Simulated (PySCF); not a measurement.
An equivalent PySCF input for Sb+ (antimony, charge +1), [Kr] 4d10 5s2 5p2, high-spin 3P determinant, with a scalar-relativistic core potential:

```python
from pyscf import gto, scf, dft, mp, cc
import basis_set_exchange as bse
txt = bse.get_basis("cc-pVTZ-PP", elements=["Sb"], fmt="nwchem", header=False)
cut = txt.index("\nECP")
mol = gto.M(atom="Sb 0 0 0", charge=1, spin=2, symmetry="D2h",
            basis=gto.basis.parse(txt[:cut]),
            ecp={"Sb": gto.basis.parse_ecp(txt[cut:])})
mf = dft.UKS(mol, xc="M062X")
mf.irrep_nelec = {'Ag': (4, 4), 'B1g': (1, 1), 'B2g': (1, 1), 'B3g': (1, 1), 'B1u': (2, 1), 'B2u': (2, 1), 'B3u': (1, 1)}
mf.kernel()
```

It reaches the same state as the run whose output follows, with an energy that differs only through the grid. The run itself started from symmetry-adapted Hartree-Fock orbitals and held the occupation by maximum overlap, on a logarithmic radial grid, so the iterations belong to that start.

```
SCF conv_tol = 1e-09
number electrons alpha = 12  beta = 10
XC functionals = M062X
    Y. Zhao and D. G. Truhlar.,  Theor. Chem. Acc. 120, 215 (2008)
    Y. Zhao and D. G. Truhlar.,  Theor. Chem. Acc. 120, 215 (2008)
cycle= 1 E= -239.823854439621  delta_E= -0.00382  |g|= 0.0141  |ddm|= 0.274
cycle= 2 E= -239.82401762939  delta_E= -0.000163  |g|= 0.00537  |ddm|= 0.0624
cycle= 3 E= -239.824030228071  delta_E= -1.26e-05  |g|= 0.00165  |ddm|= 0.0131
cycle= 4 E= -239.824031876411  delta_E= -1.65e-06  |g|= 8.48e-05  |ddm|= 0.00645
cycle= 5 E= -239.824031880542  delta_E= -4.13e-09  |g|= 1.05e-05  |ddm|= 0.000299
cycle= 6 E= -239.824031880614  delta_E= -7.2e-11  |g|= 7.5e-07  |ddm|= 2.38e-05
converged SCF energy = -239.824031880614  <S^2> = 2.0062342  2S+1 = 3.0041533
```

Energies and moments cover only the electrons outside the core potential.
